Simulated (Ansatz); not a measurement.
`[NH2][In]([SH])[O][SiH3]` and `[CH3][In]([NH2])[O][SiH3]` differ in one atom or group.

Ansatz, PBE0-D4/def2-TZVP geometries, multiplicity 1. Each molecule was computed in one conformer, which needn't be the lowest.

Elements past krypton have def2 core potentials.

```tsv
property	`[NH2][In]([SH])[O][SiH3]`
size of the dipole moment (ωB97M-V/def2-TZVPP) / D	1.97
size of the dipole moment (PBE/def2-TZVPP) / D	1.95
HOMO–LUMO gap (ωB97M-V/def2-TZVPP) / eV	10.06
HOMO energy (B3LYP/def2-TZVPP) / eV	-7.36
LUMO energy (B3LYP/def2-TZVPP) / eV	-1.91
LUMO energy (PBE/def2-TZVPP) / eV	-2.49
```

**Question.** What does the change do to each property? (An estimate is asked.)

**Answer.** Computed: 
```tsv
property	`[CH3][In]([NH2])[O][SiH3]`	shift
size of the dipole moment (ωB97M-V/def2-TZVPP) / D	3.58	1.61
size of the dipole moment (PBE/def2-TZVPP) / D	3.54	1.59
HOMO–LUMO gap (ωB97M-V/def2-TZVPP) / eV	10.24	0.18
HOMO energy (B3LYP/def2-TZVPP) / eV	-7.02	0.34
LUMO energy (B3LYP/def2-TZVPP) / eV	-1.20	0.71
LUMO energy (PBE/def2-TZVPP) / eV	-1.73	0.76
```

With PBE0 the HOMO rises by 0.35 eV and the LUMO rises by 0.71 eV, so the gap widens by about 0.36 eV. PBE moves the HOMO by 0.39 eV and ωB97M-V by 0.24 eV. Dipoles are sizes alone; their direction can turn.

B3LYP here is the variant with VWN-RPA as its local correlation; programs differ in this.
